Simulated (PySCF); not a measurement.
C₆ coefficients of unlike pairs at PBE0

Calculated with PySCF 2.14 from the dipole response of each species, C₆(A,B) = (3/π) ∫ α_A(iu) α_B(iu) du, in atomic units, from isotropic polarisabilities. For ions this is the dispersion term alone; charge-induced terms of lower order in 1/R come first.

```tsv
species	configuration	basis	relativity	α (bohr³)	C₆ (like pair)
Al²⁺	[Ne] 3s1 (2S)	aug-cc-pV(Q+d)Z with one added diffuse shell each of s, p, d, f, g type (8s7p6d4f3g)	none	14.13	38.32
Cr⁺	[Ar] 3d5 (6S)	x2c-TZVPPall with one added diffuse shell each of s, p, d, f type (7s6p5d3f1g)	spin-free X2C	12.67	47.02
Se	[Ar] 3d10 4s2 4p4 (3P)	aug-cc-pVTZ-PP with ECP10MDF (6s5p4d2f)	core potential	26.48	220.5
Cs	[Xe] 6s1 (2S)	aug-cc-pwCVTZ-X2C with one added diffuse shell each of s, p, d, f type (12s11p9d5f)	spin-free X2C	523.7	10020
```

Problem. Estimate C₆ for Cr⁺ with Al²⁺.

Solution. The integral gives 40.42. The combination rule 2 C_A C_B / (C_A α_B/α_A + C_B α_A/α_B) gives 41.52 and the geometric mean 42.44.

No spin-orbit coupling is included.

The other pairs:

```
    pair     C₆
Se, Al²⁺  89.18
 Cs, Cr⁺  462.8
 Se, Cr⁺  100.5
Cs, Al²⁺  480.9
  Cs, Se  995.8
```
